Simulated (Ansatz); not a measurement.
Two spin states of AlH-, each at its own minimum; 2S+1 = 2, 4 were tried, and our sources give no spin for the ground state.

Each state is the lowest solution found for its spin in def2 and cc sets.

Cores are frozen in the correlated methods.

Codes used: Ansatz (a quantum-chemistry and plane-wave program) with Gaussian orbitals. 

The comparison value is 1.196 eV (CCSD(T)/def2-TZVPP). It is a level with limits of its own, not the exact answer.

Order these levels by how close they come to the comparison value for the energy of the multiplicity-4 state above the multiplicity-2 state, closest first: PBE0/def2-TZVPP, CCSD/def2-TZVPP, wB97X-V/def2-TZVPP, PBE/def2-TZVPP. Give each level's value less the comparison value.

PBE/def2-TZVPP (-0.004 eV), CCSD/def2-TZVPP (-0.015 eV), PBE0/def2-TZVPP (-0.042 eV), wB97X-V/def2-TZVPP (0.268 eV)
